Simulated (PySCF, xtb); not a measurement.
Zn(OH)2 (H2O2Zn), SMILES [Zn]([OH])[OH].

GFN2-xTB run with xtb at its own geometry gives an orbital gap of 4.28 eV and a dipole moment of 4.01 D.

Geometry: TPSSh-D3(BJ)/def2-TZVP. A frequency run showed that this geometry is not a minimum. The isomer is the one that the SMILES or the coordinates give; other isomers of the formula were not compared. One conformer was computed; it need not be the lowest.

What does HF/def2-TZVPD (PySCF) give? (The exact figures need the calculation; the answer reports its results.)

gap 13.17 eV (levels -12.43 and 0.74 eV), dipole 3.01 D.
